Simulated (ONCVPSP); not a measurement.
## Configuration tests for cobalt (ONCV)

ONCVPSP 4.0.1 input, shortened (lines: element, Z, core and valence counts, functional; n l f; lmax; l rc ep ncon nbas qcut; lloc lpopt rc5 dvloc0; l nproj debl; icmod fcfact rcfact), BLYP, scalar-relativistic:

```
  Co 27.00    3    4  -106131      upf
    1    0    2.00
    2    0    2.00
    2    1    6.00
    3    0    2.00
    3    1    6.00
    3    2    7.00
    4    0    2.00
    2
    0    1.05    0.00    4    8   13.90
    1    0.85    0.00    4    8    9.40
    2    1.65    0.00    4    9    7.80
    4    5    0.70    2.00
    0    3    0.40
    1    2    1.00
    2    1    2.70
    0    0.00    0.00
```

In the p channel the program set the typed energies aside and used -2.405, 0.250 Ha.

Energies are relative to the spin-unpolarised reference configuration 3s2 3p6 3d7 4s2; without spin polarisation the order of configurations can differ from experiment.

Give the all-electron excitation energy and the error of the potential for: 3s2 3p6 3d7 4s1; 3s2 3p6 3d7 4s0; 3s2 3p6 3d6 4s0; 3s2 3p6 3d7 4s1 4p1.

| valence configuration | charge | ΔE all-electron (eV) | error AE − PS (meV) |
| --- | --- | --- | --- |
| 3s2 3p6 3d7 4s1 | +1 | 9.043 | +2.3 |
| 3s2 3p6 3d7 4s0 | +2 | 26.016 | +12 |
| 3s2 3p6 3d6 4s0 | +3 | 61.891 | -0.3 |
| 3s2 3p6 3d7 4s1 4p1 | 0 | 4.368 | +0.7 |

Levels in the configuration 3s2 3p6 3d7 4s1 4p1:

```json
{"level": "3s", "all-electron (eV)": "-103.977", "pseudo (eV)": "-103.991"}
{"level": "3p", "all-electron (eV)": "-67.299", "pseudo (eV)": "-67.311"}
{"level": "3d", "all-electron (eV)": "-9.917", "pseudo (eV)": "-9.939"}
{"level": "4s", "all-electron (eV)": "-6.592", "pseudo (eV)": "-6.589"}
{"level": "4p", "all-electron (eV)": "-2.044", "pseudo (eV)": "-2.043"}
```
